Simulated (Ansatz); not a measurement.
**A basis-limit estimate, worked out**

An elementary step of SiH₅Cl₂OF, closed shell (SiH₂ClF ([F][SiH2][Cl]) + HCl + H₂O → SiHCl₂F ([F][SiH]([Cl])[Cl]) + H₂O + H₂; bonds formed: Si1–Cl4, H2–H8, O9–H10; bonds broken: Si1–H2, Cl4–H10, H8–O9). “Start” is the structure reached by relaxing down from the saddle towards the reactants; PBE0-D4/def2-TZVP structures. The saddle:

```json
{"atom": "Si1", "x (Å)": "-0.9087", "y (Å)": "0.5104", "z (Å)": "-0.5646"}
{"atom": "H2", "x (Å)": "0.4170", "y (Å)": "-0.2794", "z (Å)": "-0.9804"}
{"atom": "Cl3", "x (Å)": "-1.6007", "y (Å)": "-0.1658", "z (Å)": "-2.4281"}
{"atom": "Cl4", "x (Å)": "0.5644", "y (Å)": "1.7702", "z (Å)": "0.6405"}
{"atom": "H5", "x (Å)": "-1.8154", "y (Å)": "1.6662", "z (Å)": "-0.4954"}
{"atom": "H6", "x (Å)": "0.8699", "y (Å)": "-1.4018", "z (Å)": "1.4071"}
{"atom": "F7", "x (Å)": "-1.3646", "y (Å)": "-0.5422", "z (Å)": "0.5691"}
{"atom": "H8", "x (Å)": "0.9274", "y (Å)": "-0.7156", "z (Å)": "-0.1353"}
{"atom": "O9", "x (Å)": "1.4881", "y (Å)": "-0.9048", "z (Å)": "0.8489"}
{"atom": "H10", "x (Å)": "1.4224", "y (Å)": "0.0628", "z (Å)": "1.1383"}
```

Program: Ansatz 0.2.0. Basis: def2-TZVPP and def2-QZVPP. Cores are frozen in the correlated methods.

Energies in eV:

| quantity | saddle | start |
| --- | --- | --- |
| Hartree–Fock, triple zeta (X = 3) | -37696.29751 | -37698.48003 |
| Hartree–Fock, quadruple zeta (X = 4) | -37697.47813 | -37699.66637 |
| MP2 correlation, X = 3 | -28.99470 | -28.21443 |
| MP2 correlation, X = 4 | -31.66579 | -30.84635 |
| CCSD(T) correlation, X = 3 | -31.37311 | -30.67744 |

Question: Work out the barrier at the basis limit: extrapolate Hartree–Fock as E(X) = E∞ + A exp(−7.88 √X) and the MP2 correlation as E(X) = E∞ + B X^−2.97 (the exponents that Neese and Valeev fitted for def2-TZVPP and QZVPP), then add CCSD(T) − MP2 in triple zeta.

Answer: Each step is linear, so take the differences first (saddle − start): Hartree–Fock 2.18252 (X = 3) and 2.18824 (X = 4); MP2 correlation -0.78027 and -0.81944; CCSD(T) correlation -0.69567.
Two points give E∞ = E(4) + w [E(4) − E(3)], with w = 1/(exp(7.88 (2 − √3)) − 1) = 0.1377 for Hartree–Fock and w = 1/((4/3)^2.97 − 1) = 0.7407 for the correlation.
Hartree–Fock: 2.18824 + 0.1377 × 0.00572 = 2.1890 eV.
MP2 correlation: -0.81944 + 0.7407 × (-0.03917) = -0.8485 eV.
CCSD(T) − MP2: -0.69567 − (-0.78027) = 0.0846 eV.
Sum: 2.1890 + (-0.8485) + 0.0846 = 1.4251 eV, or 32.86 kcal/mol. Plain CCSD(T) in triple zeta gives 1.4868 eV, so the larger basis shifts the result by -0.0617 eV.

The T1 diagnostic stays at or below 0.011.

Labels in which every atom is bracketed show which atoms are joined, not bond orders.

For scale, one of the runs: CCSD(T)/def2-TZVPP, 258 basis functions, launched by `ansatz run in.yaml --threads 8 --pin off --events-out ev --progress --plain --max-ram 19148MiB`. Time: 110 s of wall clock on 8 CPU threads of an Arm Neoverse V2; the host was shared. Peak host memory: 5.8 GiB.
